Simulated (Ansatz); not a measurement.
Cost and result for the atomization energy of CH₉AlNPSi (`C[SiH2]N[PH][AlH2]`) (14 atoms, 13 bonds).

| atom | x (Å) | y (Å) | z (Å) |
| --- | --- | --- | --- |
| C1 | 1.385 | 1.268 | -1.431 |
| Si2 | -0.096 | 1.665 | -0.374 |
| N3 | -0.794 | 0.234 | 0.313 |
| P4 | 0.098 | -0.809 | 1.332 |
| Al5 | -0.720 | -2.953 | 1.004 |
| H6 | 1.826 | 2.185 | -1.832 |
| H7 | 1.108 | 0.622 | -2.266 |
| H8 | 2.150 | 0.757 | -0.840 |
| H9 | -1.184 | 2.287 | -1.178 |
| H10 | 0.318 | 2.626 | 0.688 |
| H11 | -1.784 | 0.085 | 0.197 |
| H12 | -0.450 | -0.600 | 2.633 |
| H13 | -1.486 | -3.316 | -0.339 |
| H14 | -0.371 | -4.052 | 2.095 |

The species carries charge 0 and has multiplicity 1. Geometry: relaxed with PBE0-D4/def2-TZVP. It is one conformer, not always the lowest. Program: Ansatz. All runs use 4 threads of an Arm Neoverse V1 on a shared host. Times are those of one run each, without the atoms' runs, and a repeat can differ threefold. Electronic energies, without spin–orbit coupling; frozen cores. CCSD(T)/CBS adds CCSD(T) − MP2 in def2-TZVPP to the MP2 limit, and its time is that of the two runs behind it. T1 = 0.012. B3LYP takes the VWN-RPA correlation (the form of Gaussian; ORCA's B3LYP/G). HSE06 is the plane-wave form, built on full-range PBE exchange.

CCSD(T)/CBS is a level of theory with its own doubt, some kJ/mol a heavy atom from the limit and from the frozen cores, so smaller differences don't rank the functionals.

```
                             level  functions  wall time
            LDA (SPW92)/def2-TZVPP        314      2.1 s
                BLYP-D4/def2-TZVPP        314      3.3 s
   PBE-D4/def2-TZVPP (with forces)        314      4.2 s
               BHLYP-D4/def2-TZVPP        314      5.5 s
               HSE06-D4/def2-TZVPP        314        6 s
r2SCAN-D4/def2-TZVPP (with forces)        314        8 s
 B3LYP-D4/def2-TZVPP (with forces)        314      8.5 s
                  CCSD(T)/def2-SVP        127      8.5 s
             r2SCANh-D4/def2-TZVPP        314        9 s
                 B2PLYP/def2-TZVPP        314        9 s
                    MP2/def2-QZVPP        594       40 s
                CCSD(T)/def2-TZVPP        314     17 min
                 CCSD(T)/CBS(def2)          –     17 min
```

Task: What atomization energy does each give, and how far from CCSD(T)/CBS? (Estimate.)

Result: Computed: 
```csv
level,atomization (kcal/mol),difference from CCSD(T)/CBS,per bond
LDA (SPW92)/def2-TZVPP,1185.6,129.7,10.0
BLYP-D4/def2-TZVPP,1052.6,-3.3,-0.2
PBE-D4/def2-TZVPP (with forces),1059.2,3.3,0.3
BHLYP-D4/def2-TZVPP,1039.7,-16.2,-1.2
HSE06-D4/def2-TZVPP,1049.6,-6.3,-0.5
r2SCAN-D4/def2-TZVPP (with forces),1053.7,-2.2,-0.2
B3LYP-D4/def2-TZVPP (with forces),1059.9,4.0,0.3
CCSD(T)/def2-SVP,975.8,-80.1,-6.2
r2SCANh-D4/def2-TZVPP,1049.2,-6.7,-0.5
B2PLYP/def2-TZVPP,1041.5,-14.4,-1.1
MP2/def2-QZVPP,1042.5,-13.4,-1.0
CCSD(T)/def2-TZVPP,1024.3,-31.6,-2.4
CCSD(T)/CBS(def2),1055.9,0.0,0.0
```

The D4 term adds +13.0 kcal/mol with B3LYP and +6.9 kcal/mol with PBE0; it sums over pairs of atoms, weighted by their polarisabilities, and B3LYP, whose exchange is more repulsive, gets the larger term. At CCSD(T), def2-SVP lies −80.0 kcal/mol from the extrapolated value and def2-TZVPP −31.6 kcal/mol: correlation converges slowly with the basis, and small sets miss more of it in the bonded molecule than in its fragments. From BLYP to BHLYP (50 % exact exchange), in def2-TZVPP and without D4, the atomization energy moves by −6.1 kcal/mol: exact exchange takes away binding that semilocal exchange gives to molecules.
